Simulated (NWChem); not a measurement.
**Total energies of arsine (H₃As)**

```
As
H 1 1.5406
H 1 1.5406 2 91.12
H 1 1.5406 2 91.12 3 -91.15
```
Charge 0, spin multiplicity 1.

Program: NWChem. Structure: optimised with PBE/def2-SVP, a minimum by its harmonic frequencies.

Basis set: def2-QZVP (165 functions).

| method | total energy (Ha) | relative cost |
|---|---|---|
| RHF | -2235.97561 | 1 |
| MP2 | -2236.32835 | under 3 |
| B2PLYP | -2237.35055 | under 3 |
| PBE | -2237.36870 | under 3 |
| B3LYP | -2237.76107 | under 3 |
| M06-2X | -2237.71714 | under 3 |

Total energies of different functionals aren't comparable as a measure of quality: only differences taken within one method are. Costs are rough ratios of processor time within this set of runs, SCF included, with RHF as 1.

The Hamiltonian is non-relativistic. The correlated methods keep 9 core orbitals frozen. B3LYP has NWChem's definition, with VWN1-RPA local correlation.
